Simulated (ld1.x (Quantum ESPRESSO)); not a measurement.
## Reading a pseudo-wave (B)

Columns: radius, all-electron u(r) and pseudo u(r) of the 1s shell (level -181.46 eV) of boron in the configuration 1s2 2s1.5 2p1.5; BP86, non-relativistic, ultrasoft scheme, ld1.x (Quantum ESPRESSO) 7.5.

```csv
r (bohr),all-electron,pseudo
0.215,1.5676,1.0643
0.430,1.1575,1.1140
0.645,0.6642,0.6642
0.860,0.3481,0.3481
1.075,0.1749,0.1749
1.290,0.0857,0.0857
1.505,0.0412,0.0412
1.720,0.0196,0.0196
1.935,0.0093,0.0093
2.150,0.0043,0.0043
2.365,0.0020,0.0020
2.580,0.0009,0.0009
2.795,0.0004,0.0004
3.010,0.0002,0.0002
3.225,0.0001,0.0001
3.440,0.0000,0.0000
3.655,0.0000,0.0000
3.870,0.0000,0.0000
4.085,0.0000,0.0000
4.300,0.0000,0.0000
4.515,0.0000,0.0000
4.730,0.0000,0.0000
4.945,0.0000,0.0000
5.160,0.0000,0.0000
5.375,0.0000,0.0000
5.590,0.0000,0.0000
```

Question: How many radial nodes do the two functions have?

Answer: The all-electron 1s function has n − l − 1 = 0; the pseudo-wave has 0.

Question: At about which radius was the pseudo-wave matched?

Answer: 0.65 bohr, where the columns begin to agree (steps of 0.21 bohr).

Question: Is the pseudo-wave norm-conserving?

Answer: No, it belongs to an ultrasoft set: the norm inside the radius is not constrained, and the difference is carried by the augmentation charge.
